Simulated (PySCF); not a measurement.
Two-component Hartree-Fock for Pb³⁷⁺ (lead, charge +37)

Start: [Kr] 4d9; 4d3/2 filled at m_j = -1/2, +1/2, +3/2; 4d5/2 filled at m_j = -5/2, -3/2, -1/2, +1/2, +3/2, +5/2. Calculated with PySCF 2.14 in an even-tempered Gaussian basis (17 s from 4.1 bohr⁻², ratio 2.8; 14 p from 5.4 bohr⁻², ratio 2.8; 9 d from 5.4 bohr⁻², ratio 2.8; 3 f from 25 bohr⁻², ratio 3): generalised Hartree-Fock with the X2C-1e Hamiltonian and a Gaussian nucleus; one run each with spin-orbit coupling (SO) screened by Boettger's factors, then bare. This is a chosen level, not necessarily the ground level.

| spinor shell | electrons | ε, screened SO (eV) | ε, bare SO (eV) | weight of nominal j (bare SO) | rms radius, bare SO (bohr) |
| --- | --- | --- | --- | --- | --- |
| 1s1/2 | 2 | -90000.9 | -89998.7 | 1.000 | 0.0181 |
| 2s1/2 | 2 | -17516.0 | -17515.3 | 1.000 | 0.0731 |
| 2p1/2 | 2 | -16856.6 | -16906.0 | 1.000 | 0.0616 |
| 2p3/2 | 4 | -14664.5 | -14650.0 | 1.000 | 0.0702 |
| 3s1/2 | 2 | -5428.1 | -5428.0 | 1.000 | 0.185 |
| 3p1/2 | 2 | -5134.8 | -5145.9 | 1.000 | 0.177 |
| 3d3/2 | 4 | -4157.0 | -4166.3 | 1.000 | 0.168 |
| 3d5/2 | 6 | -4052.2 | -4046.4 | 1.000 | 0.173 |
| 4s1/2 | 2 | -2287.2 | -2287.1 | 1.000 | 0.384 |
| 4p1/2 | 2 | -2150.6 | -2154.0 | 1.000 | 0.384 |
| 4p3/2 | 4 | -2002.4 | -2001.3 | 1.000 | 0.416 |
| 4d3/2 | 3 | -1794.1 | -1796.9 | 0.999 | 0.403 |
| 4d5/2 | 6 | -1763.7 | -1762.0 | 0.999 | 0.412 |

Question: Where does 3p3/2 lie, and what is the 3p spin-orbit splitting (bare SO)?

Answer: At -4628.6 eV, 517.27 eV above 3p1/2.

```tsv
quantity	screened SO	bare SO
E (hartree)	-20115.95978	-20118.13810
M_J	3/2	3/2
⟨J²⟩	3.750	3.750
⟨L²⟩	6.133	6.142
⟨S²⟩	0.882	0.892
```

Each row is a mean over spinors that exchange with the open shell spreads, by up to 14.421 eV (4p1/2).

Breit and QED terms are absent; they matter most for the inner s and p1/2 levels.

Densities and radii are taken from the X2C orbitals without a picture-change correction, which distorts them close to the nucleus.
